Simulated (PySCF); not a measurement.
C₆ coefficients of unlike pairs at B3LYP

Calculated with PySCF 2.14 from the dipole response of each species, C₆(A,B) = (3/π) ∫ α_A(iu) α_B(iu) du, in atomic units, from isotropic polarisabilities. For ions this is the dispersion term alone; charge-induced terms of lower order in 1/R come first.

```tsv
species	configuration	basis	relativity	α (bohr³)	C₆ (like pair)
Al³⁺	[Ne] (1S)	def2-QZVPPD (10s6p5d2f1g)	none	0.2708	0.2458
Br²⁺	[Ar] 3d10 4s2 4p3 (4S)	aug-cc-pwCVDZ-PP with ECP10MDF (6s5p4d1f)	core potential	8.299	39.83
Tl³⁺	[Xe] 4f14 5d10 (1S)	aug-cc-pwCVTZ-DK3 (11s10p8d5f1g)	spin-free X2C	5.310	30.57
Te²⁺	[Kr] 4d10 5s2 5p2 (3P)	def2-TZVPPD with the def2 core potential (28 electrons) (7s6p4d2f)	core potential	14.77	98.22
```

(1) Estimate C₆ for Tl³⁺ with Br²⁺.

No spin-orbit coupling is included.

The other pairs:

```csv
pair,C₆
"Tl³⁺, Al³⁺",2.443
"Te²⁺, Tl³⁺",50.93
"Te²⁺, Al³⁺",3.520
"Te²⁺, Br²⁺",62.22
"Br²⁺, Al³⁺",2.320
```

Answers

(1) The integral gives 33.19. The combination rule 2 C_A C_B / (C_A α_B/α_A + C_B α_A/α_B) gives 33.24 and the geometric mean 34.89.
